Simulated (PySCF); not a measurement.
Core binding energy against partial charge

Compound: C8H8S.
Numbering: `[CH2:1]=[CH:2][S:3][c:4]1[cH:5][cH:6][cH:7][cH:8][cH:9]1`

Binding energies: delta-SCF UKS SCAN, pcX-2 on the ionised atom, pcseg-1 elsewhere, spin-free X2C in PySCF 2.14.0. Charges: PBE0/pcSseg-1 ground-state density, for the ionised atom.

```json
{"atom": "C1", "environment": "terminal =CH2 carbon", "C 1s (eV)": "289.68", "Mulliken (e)": "-0.169", "IAO (e)": "-0.347", "Hirshfeld (e)": "-0.127", "ESP (e)": "-0.525"}
{"atom": "C5", "environment": "aromatic CH carbon", "C 1s (eV)": "290.38", "Mulliken (e)": "+0.046", "IAO (e)": "-0.141", "Hirshfeld (e)": "-0.045", "ESP (e)": "-0.123"}
{"atom": "C7", "environment": "aromatic CH carbon", "C 1s (eV)": "290.42", "Mulliken (e)": "-0.081", "IAO (e)": "-0.143", "Hirshfeld (e)": "-0.042", "ESP (e)": "-0.139"}
{"atom": "C6", "environment": "aromatic CH carbon", "C 1s (eV)": "290.42", "Mulliken (e)": "-0.088", "IAO (e)": "-0.149", "Hirshfeld (e)": "-0.044", "ESP (e)": "-0.191"}
{"atom": "C2", "environment": "alkene CH carbon", "C 1s (eV)": "290.78", "Mulliken (e)": "-0.319", "IAO (e)": "-0.257", "Hirshfeld (e)": "-0.068", "ESP (e)": "-0.099"}
{"atom": "C4", "environment": "substituted aromatic carbon", "C 1s (eV)": "290.83", "Mulliken (e)": "-0.452", "IAO (e)": "-0.117", "Hirshfeld (e)": "-0.013", "ESP (e)": "+0.205"}
```

Task: Give the correlation coefficient and slope of binding energy on charge for each scheme.

Result: ESP: r = 0.92, slope 1.6 eV per e; Hirshfeld: r = 0.82, slope 8.7 eV per e; IAO: r = 0.65, slope 2.9 eV per e; Mulliken: r = -0.48, slope -1.1 eV per e. ESP charges have the highest r, on only 6 points.

Task: The point-charge model writes a binding energy as kq + V + constant, with V the potential of the other atoms' charges at the site. What does it give with the Mulliken charges?

Result: V = Σ 14.40 eV Å × q/r over all other atoms: +1.06 eV at C1, -2.53 eV at C5, +0.32 eV at C7, +0.55 eV at C6, +2.30 eV at C2, +2.83 eV at C4. Fitting binding energy − V to q gives k = 8.6 eV per e and leaves an rms residual of 0.81 eV, against 0.33 eV for the fit on q alone. The model has no term for differences in relaxation between sites.

The unrestricted hole states depart most from a pure doublet (⟨S²⟩ = 0.75; over 0.85 named) for C 1s of C2 (0.87), which makes this value less certain. Geometry: PBE0-D3(BJ)/def2-SVP, one conformer, isolated molecule.

Shape of the structure used: `[CH2:1]=[CH:2][S:3][c:4]1[cH:5][cH:6][cH:7][cH:8][cH:9]1`: C1–C2–S3–C4 0°, C2–S3–C4–C5 92°.
